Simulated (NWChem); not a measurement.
Two isomers of C2H6OSi, each optimised at PBE0/def2-SVP with NWChem. Flexible species stand in one conformer each, which need not be the lowest. 

A: C=CO[SiH3]
B: C(C[SiH3])=O

### Question
Which is lower in energy, by how much, and how do their other properties compare?

### Answer
A is lower by 4.0 kcal/mol in electronic energy; with zero-point energies, B − A = 3.6 kcal/mol.
```
                                       A      B
---------------------------------  -----  -----
highest occupied level (eV)        -6.78  -7.36
orbital gap (eV)                    7.32   6.70
dipole (D)                          1.17   2.59
highest harmonic frequency (cm⁻¹)   3301   3157
zero-point energy (kcal/mol)        45.1   44.7
```
